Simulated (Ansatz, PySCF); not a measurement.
H2Te, SMILES [TeH2]. Atoms are numbered in the order given.

```xyz
3

Te     0.0000     0.0000     0.0439
H      0.0000    -1.1788    -1.1407
H      0.0000     1.1788    -1.1407
```

Geometry optimised at PBE-D3(BJ)/def2-TZVPD. The def2 effective core potentials stand for the cores of Te; spin–orbit coupling is left out.

Vertical ionisation energy (IE) and electron affinity (EA) in eV. Rows of orbital energies are one-electron estimates. Where ΔSCF, EOM or ADC give a negative EA the extra electron is unbound and the value depends on the basis.

```tsv
level	IE	EA
−ε(HOMO), −ε(LUMO), r2SCAN/def2-TZVPD (PySCF)	5.77	1.43
−ε(HOMO), −ε(LUMO), ωB97X/def2-TZVPD (PySCF)	8.76	-1.12
−ε(HOMO), −ε(LUMO), PBE/def2-TZVPD (PySCF)	5.54	1.67
ΔSCF, PBE0/def2-TZVPD (Ansatz), final states of multiplicity 2 and 2	8.97	-0.74
ΔSCF, PBE/def2-TZVPD (Ansatz), final states of multiplicity 2 and 2	8.95	-0.64
```

Problem. What vertical singlet–triplet gap does ΔSCF give with PBE0/def2-TZVPD (Ansatz, a first-principles code) and with PBE/def2-TZVPD (Ansatz)? (Estimate from the structure and the level; the computed values follow.)

Solution. 3.69 and 3.67 eV (triplet above singlet where positive).
